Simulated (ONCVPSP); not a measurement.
**Before and after: ONCV potential for boron**

* Element: B (Z = 5)
* Generator: ONCVPSP 4.0.1
* Type: optimised norm-conserving Vanderbilt (ONCV)
* Functional: BLYP
* Relativity: non-relativistic
* Frozen core: [He]
* Valence charge: 3
* Reference configuration: 2s1.5 2p1.5
* Partial waves: 2s: rc 1.65 bohr, ncon 4, nbas 9, qcut 3.9 1/bohr, 2 projectors, debl 0.7 Ha; 2p: rc 2.75 bohr, ncon 3, nbas 8, qcut 4.2 1/bohr, 2 projectors, debl 0.7 Ha; d scattering state at 0.1 Ha: rc 2.25 bohr, ncon 4, nbas 9, qcut 3.9 1/bohr, 3 projectors, debl 3.6 Ha
* Local potential: polynomial inside 1.40 bohr (lpopt 2, dvloc0 0 Ha)
* Core correction: polynomial model core, fcfact 0.45

Change: all radii but the core radius scaled by about 0.87 (s 1.44, p 2.40, d 1.96 bohr); local potential polynomial inside 1.22 bohr (lpopt 2, dvloc0 0 Ha).

Cutoffs: the cutoffs (Ha) at which the residual kinetic energy of the hardest occupied pseudo-wave falls to 1 and 0.1 mHa per electron; they do not see the model core or the augmentation charge, which bear on the density cutoff. Errors are all-electron minus pseudo energies relative to the spin-unpolarised reference configuration.

How do hardness, ghosts and transferability respond?

The potential gets harder (8.2 Ha and 71 Ha → 18 Ha and 101 Ha); the number of tests with a reliable result goes from 3 to 4; of the 3 tests that both files solve, the error grows in 0 and shrinks in 3 by more than 15 % and 0.3 meV (median size 147.2 → 102.9 meV); neither file shows a bound ghost. A smaller radius makes the pseudo-wave follow the all-electron one further in, where it bends more sharply, so more plane waves are needed. Less of the atom is replaced, so other configurations are described better.

| quantity | base | changed |
| --- | --- | --- |
| cutoff, loose | 8.2 Ha | 18 Ha |
| cutoff, tight | 71 Ha | 101 Ha |
| loose cutoff by channel | s 8.2 Ha, p 6.2 Ha | s 18 Ha, p 6.8 Ha |
| bound ghosts | none | none |
| GHOST(+) flags under 300 eV | none | none |
| tests with a reliable result | 3 of 4 | 4 of 4 |
| error for 2s2 2p1, meV [ΔE -2.88 eV] | -5.9 | -3.5 |
| error for 2s2 2p0, meV [ΔE 5.29 eV] | +147 | +103 |
| error for 2s1 2p0, meV [ΔE 30.63 eV] | +435 | +318 |
| rms error of d²Exc/dni dnj with the model core, mHa | 1.64 | 1.54 |

Base: The cutoffs count occupied waves only; projector 3 of the d channel, the hardest unoccupied one, needs 24 Ha at the loose tolerance.
